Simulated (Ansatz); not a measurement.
`FC1(F)CCOC1`, relaxed with RKS PBE-D4/def2-SVP in the Gaussian-basis code of Ansatz from a rough embedded geometry. The force threshold is 0.03 eV/Å; the program also tests the step.

Charge 0, multiplicity 1.

Start:

```xyz
13

F    -0.145    0.498    2.204
C     0.243   -0.001    0.993
F     1.183   -0.934    1.252
C    -0.797   -0.595    0.180
C    -0.298   -0.540   -1.209
O     0.356    0.751   -1.286
C     0.795    1.101    0.069
H    -1.037   -1.645    0.464
H    -1.796   -0.004    0.307
H     0.423   -1.290   -1.395
H    -1.104   -0.558   -1.956
H     1.874    1.173    0.095
H     0.304    2.044    0.283
```

How much energy does the relaxation release, and in how many steps? (Estimate.)

The calculation gave: 0.40 eV, in 8 steps.

Which bonds change most? (Estimate.)

The calculation gave: C2–C4 from 1.447 to 1.526 Å; C5–H10 from 1.057 to 1.118 Å; C4–H9 from 1.168 to 1.108 Å; C4–C5 from 1.477 to 1.528 Å.

Give the relaxed structure. (Best estimate.)

The calculation gave: 
```xyz
13

F    -0.207    0.551    2.178
C     0.229    0.026    0.994
F     1.219   -0.882    1.304
C    -0.870   -0.659    0.188
C    -0.312   -0.500   -1.227
O     0.239    0.818   -1.249
C     0.782    1.102    0.033
H    -1.028   -1.702    0.521
H    -1.809   -0.082    0.309
H     0.472   -1.272   -1.423
H    -1.074   -0.567   -2.027
H     1.895    1.054    0.040
H     0.464    2.114    0.359
```
